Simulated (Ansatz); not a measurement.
BH8NSi2 at its PBE0-D4/def2-TZVP geometry, where that method's forces vanish. Charge 0, multiplicity 1. The bonds changed during the relaxation, so this is another structure than the one it started from.

| atom | x (Å) | y (Å) | z (Å) |
| --- | --- | --- | --- |
| B1 | -0.708 | 0.058 | 1.149 |
| Si2 | -0.910 | 0.389 | -0.705 |
| N3 | -0.868 | -0.726 | -1.964 |
| Si4 | 1.340 | 0.170 | 1.090 |
| H5 | -1.077 | 1.030 | 1.759 |
| H6 | -1.011 | -1.038 | 1.538 |
| H7 | -0.831 | 1.711 | -1.385 |
| H8 | -0.771 | -0.482 | -2.936 |
| H9 | -0.896 | -1.720 | -1.807 |
| H10 | 1.970 | -1.108 | 0.645 |
| H11 | 1.901 | 1.216 | 0.172 |
| H12 | 1.861 | 0.500 | 2.445 |

Problem. For each bond, give half the difference of the two atoms' forces along it (eV/Å; positive pushes the atoms apart) under PBE-D4, r2SCAN-D4, B3LYP-D4, ωB97M-V in def2-TZVPP. (An estimate is asked.)

Solution. Computed: 
```tsv
bond	length (Å)	PBE-D4	r2SCAN-D4	B3LYP-D4	ωB97M-V
B1–Si2	1.895	-0.12	-0.03	0.10	0.05
B1–Si4	2.052	-0.06	0.02	0.16	0.07
B1–H5	1.206	0.06	-0.02	-0.09	-0.08
B1–H6	1.202	0.04	-0.02	-0.08	-0.07
Si2–N3	1.682	0.24	0.09	0.09	0.05
Si2–H7	1.489	0.08	-0.03	-0.13	-0.15
N3–H8	1.006	0.15	0.00	-0.02	-0.03
N3–H9	1.007	0.16	-0.01	-0.02	-0.01
Si4–H10	1.492	0.09	-0.02	-0.08	-0.09
Si4–H11	1.501	0.08	-0.03	-0.07	-0.06
Si4–H12	1.490	0.12	0.00	-0.13	-0.16
```

B3LYP here is the variant with VWN-RPA as its local correlation; programs differ in this.
